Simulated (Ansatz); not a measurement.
C₂H₂Cl₃F₃HfO (`FC(F)(F)C[O][Hf]([Cl])([Cl])[Cl]`), one more setting.

```yaml
crystal:
  periodic: [false, false, false]
  atoms:
    - {symbol: F, position_ang: [-5.220006, 2.672416, 1.655894]}
    - {symbol: C, position_ang: [-2.620070, 1.568195, 3.999226]}
    - {symbol: F, position_ang: [-4.191329, 1.021352, 7.274858]}
    - {symbol: F, position_ang: [-0.197024, 4.303843, 4.337647]}
    - {symbol: C, position_ang: [-0.791156, -1.954744, 2.716370]}
    - {symbol: O, position_ang: [0.850395, -1.453716, -0.667678]}
    - {symbol: Hf, position_ang: [2.897499, -0.213284, -5.280956]}
    - {symbol: Cl, position_ang: [9.239957, -1.177804, -4.988151]}
    - {symbol: Cl, position_ang: [1.632609, 5.932818, -6.579884]}
    - {symbol: Cl, position_ang: [0.272724, -4.025707, -9.732615]}
    - {symbol: H, position_ang: [1.246522, -2.737541, 4.787064]}
    - {symbol: H, position_ang: [-2.908370, -4.087632, 2.571728]}
basis:
  gaussian: {orbitals: x2c-TZVPPall, fitting: {mean_field: cc-pVTZ-jkfit}}
total_charge: -1
magnetization: {spin_polarized: true, initial_magnetization: 1}
hamiltonian: {xc: {name: BLYP}, dispersion: d4, pseudopotentials: {relativity: none}}
output: {forces: true}
```

```sh
$ ansatz run in.yaml --threads 4 --pin off --events-out ev --progress --plain --max-ram 66560MiB --backend cuda --devices 0, --max-vram 37GiB
```

Output, abridged:

```
Functional definition: BLYP
Error: <dir> the basis set cc-pVTZ-JKFIT has no functions for Hf
```

Hardware: 4 threads of an AMD EPYC 7R13 on a shared host and a share of an NVIDIA H100 80 GB. Wall time 1.3 s, peak host memory 0.74 GiB.
